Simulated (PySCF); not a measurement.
C₃H₉NOSi.
SMILES with atom numbers: `[OH:1][Si@H:2]1[CH2:3][CH2:4][CH2:5][NH:6]1` (hydrogens: H7 on O1; H8 on Si2; H9, H10 on C3; H11, H12 on C4; H13, H14 on C5; H15 on N6)

Computed with PySCF at PBE0/pcSseg-1 and PBE0/def2-SVPD, non-relativistic, on one gas-phase PBE0-D3(BJ)/def2-SVP geometry that isn't relaxed in the solvent. The solvent is an IEF-PCM continuum (Bondi radii, 1.10 Å for H, scaled by 1.2). Specific hydrogen bonds and non-electrostatic terms are outside this model.

Gas phase at PBE0/pcSseg-1: HOMO -6.76 eV, LUMO 1.11 eV, dipole 2.17 D.

Question: What does the continuum do to the energy, the frontier levels and the dipole at PBE0/pcSseg-1 in tetrahydrofuran and dimethylsulfoxide?

Answer: 
```json
{"solvent": "tetrahydrofuran", "ε": "7.426", "E(solvent) − E(gas) (kcal/mol)": "-4.35", "polarisation term (kcal/mol)": "-4.70", "distortion of the solute (kcal/mol)": "0.35", "HOMO (eV)": "-6.66", "LUMO (eV)": "1.34", "dipole (D)": "2.61"}
{"solvent": "dimethylsulfoxide", "ε": "46.83", "E(solvent) − E(gas) (kcal/mol)": "-5.29", "polarisation term (kcal/mol)": "-5.82", "distortion of the solute (kcal/mol)": "0.53", "HOMO (eV)": "-6.65", "LUMO (eV)": "1.38", "dipole (D)": "2.72"}
```

Polarisation term: ½ Σ q·V over the induced surface charges. Distortion: the rise of the solute's own energy as its density leaves the gas-phase optimum. From tetrahydrofuran to dimethylsulfoxide the lowering changes by a factor 1.22, Onsager's factor (ε − 1)/(2ε + 1) by 1.19 and ε itself by 6.3.

Question: Which radius a makes the point-dipole formula ΔE = −[(ε − 1)/(2ε + 1)]·μ²/a³ give the value in dimethylsulfoxide, with the gas-phase dipole?

Answer: μ = 0.853 au and |ΔE| = 0.00843 Eh give a = 1.84 Å; the farthest nucleus lies 2.79 Å from the centroid of the nuclei, so such a sphere wouldn't even hold the nuclei. The formula assumes a rigid point dipole at the centre of a sphere.

Question: Which Hirshfeld charges (PBE0/pcSseg-1) respond most in dimethylsulfoxide (means over atoms taken as equivalent)?

Answer: 
```csv
atoms,environment,gas (e),solvent (e),change
O1,silanol oxygen,-0.322,-0.341,-0.019
H7,hydroxyl hydrogen,+0.165,+0.178,+0.013
H8,Si–H hydrogen,-0.087,-0.095,-0.008
H15,N–H hydrogen,+0.117,+0.125,+0.008
Si2,oxygen-bound silicon,+0.427,+0.421,-0.006
H13,methylene hydrogen,+0.036,+0.040,+0.004
H11,methylene hydrogen,+0.034,+0.037,+0.003
H12,methylene hydrogen,+0.040,+0.042,+0.002
H14,methylene hydrogen,+0.026,+0.028,+0.002
H10,methylene hydrogen,+0.038,+0.040,+0.002
N6,silicon-bound nitrogen,-0.250,-0.251,-0.001
H9,methylene hydrogen,+0.039,+0.039,0.000
```

Question: Which Mayer bond orders change most in dimethylsulfoxide?

Answer: 
```json
{"bond": "N6–Si2", "length (Å)": "1.731", "gas": "0.995", "solvent": "1.017", "change": "+0.022"}
{"bond": "O1–Si2", "length (Å)": "1.669", "gas": "1.055", "solvent": "1.040", "change": "-0.015"}
{"bond": "O1–H7", "length (Å)": "0.962", "gas": "0.934", "solvent": "0.921", "change": "-0.013"}
{"bond": "Si2–C3", "length (Å)": "1.886", "gas": "0.871", "solvent": "0.882", "change": "+0.011"}
{"bond": "Si2–H8", "length (Å)": "1.489", "gas": "0.908", "solvent": "0.900", "change": "-0.008"}
{"bond": "N6–H15", "length (Å)": "1.011", "gas": "0.931", "solvent": "0.923", "change": "-0.008"}
{"bond": "C5–N6", "length (Å)": "1.452", "gas": "0.964", "solvent": "0.959", "change": "-0.005"}
{"bond": "C3–H10", "length (Å)": "1.105", "gas": "0.943", "solvent": "0.940", "change": "-0.003"}
```

Gas phase at PBE0/def2-SVPD: HOMO -6.83 eV, LUMO 0.41 eV, dipole 2.13 D.

Question: What does the continuum do to the energy, the frontier levels and the dipole at PBE0/def2-SVPD in dimethylsulfoxide?

Answer: 
```
          solvent      ε  E(solvent) − E(gas) (kcal/mol)  polarisation term (kcal/mol)  distortion of the solute (kcal/mol)  HOMO (eV)  LUMO (eV)  dipole (D)
dimethylsulfoxide  46.83                           -5.20                         -5.86                                 0.66      -6.70       0.59        2.77
```

Question: How does the static polarisability (PBE0/def2-SVPD, frozen core, with the continuum's full static response) change?

Answer: 
| medium | isotropic (au) | principal values (au) | ⟨r²⟩ of the electrons (bohr²) |
| --- | --- | --- | --- |
| gas | 70.8 | 64.6, 68.9, 78.9 | 705.9 |
| dimethylsulfoxide | 95.9 | 90.0, 93.1, 104.7 | 706.0 |

The isotropic value in dimethylsulfoxide is 1.35 times the gas-phase one; no cavity-field correction is applied. ⟨r²⟩ is taken about the centre of nuclear charge.
